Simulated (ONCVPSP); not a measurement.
u(r) = r·R(r): atom against pseudo-atom (Ba)

Columns: radius, all-electron u(r) and pseudo u(r) of the 5p shell (level -18.81 eV) of barium in the configuration [Kr] 4d10 5s2 5p6 6s2; LDA (Perdew-Wang 92), scalar-relativistic, ONCV scheme, ONCVPSP 4.0.1.

```
r (bohr)  all-electron  pseudo
   0.135        0.1119  0.0082
   0.270        0.1961  0.0336
   0.405       -0.2216  0.0779
   0.540       -0.4263  0.1425
   0.675       -0.3394  0.2268
   0.810       -0.0979  0.3274
   0.945        0.1772  0.4376
   1.080        0.4203  0.5481
   1.215        0.6062  0.6489
   1.350        0.7318  0.7308
   1.485        0.8039  0.7873
   1.620        0.8328  0.8159
   1.755        0.8291  0.8177
   1.890        0.8022  0.7964
   2.025        0.7598  0.7577
   2.160        0.7080  0.7076
   2.295        0.6514  0.6513
   2.430        0.5931  0.5931
   2.565        0.5357  0.5356
   2.700        0.4805  0.4805
   2.835        0.4287  0.4287
   2.970        0.3807  0.3806
   3.105        0.3367  0.3367
   3.240        0.2969  0.2969
   3.375        0.2611  0.2611
   3.510        0.2290  0.2290
```

(1) How many radial nodes do the two functions have?

(2) At about which radius was the pseudo-wave matched?

(3) Is the pseudo-wave norm-conserving?

Results:

(1) The all-electron 5p function has n − l − 1 = 3 (the table is too coarse to show those close to the nucleus); the pseudo-wave has 0, since the states of the same l below it are removed with the core.

(2) 2.35 bohr. The columns agree to 0.0005 from 2.16 bohr on; several derivatives are matched, so the curves merge somewhat inside the radius.

(3) Yes: the ONCV scheme keeps the norm inside the radius equal to the all-electron one, which fixes the energy derivative of the logarithmic derivative at the level.
